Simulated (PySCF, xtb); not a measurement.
B(F)(GeH3)(OH) (BFGeH₄O), SMILES O[B](F)[GeH3]. One conformer was computed; it need not be the lowest.

Harmonic wavenumbers (cm⁻¹) from GFN2-xTB in xtb at its own minimum, in rising order: 43, 166, 276, 295, 467, 525, 535, 684, 821, 893, 902, 934, 1160, 1309, 2032, 2091, 2116, 3545.

Question: What does PBE-D3(BJ)/def2-SVP (PySCF) give at its own minimum? (An estimate is asked for; the answer gives what the named calculation found.)

Answer: 32, 184, 292, 321, 496, 553, 561, 642, 782, 857, 860, 965, 1228, 1385, 2072, 2077, 2094, 3662. Paired by order, the mean absolute difference is 38 cm⁻¹ and the zero-point energies are 26.9 and 27.3 kcal/mol.
